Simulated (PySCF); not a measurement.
**Electron correlation in S⁻ (sulfur, charge -1)**

[Ne] 3s2 3p5, 2P determinant. Calculation: PySCF 2.14, in aug-cc-pV(T+d)Z (6s5p4d2f, 55 functions); the non-relativistic Hamiltonian (point nucleus). Frozen: [Ne]; 7 electrons correlated.

| level | correlation energy (mhartree) |
| --- | --- |
| CCSD | -178.00 |
| (T) | -8.22 |
| CCSD(T) | -186.22 |

Diagnostics: T1 = 0.011, D1 = 0.0271, largest double amplitude 0.037.

Question: Is a single reference adequate?

Answer: Yes: T1 lies below 0.03 and no double amplitude reaches 0.07.
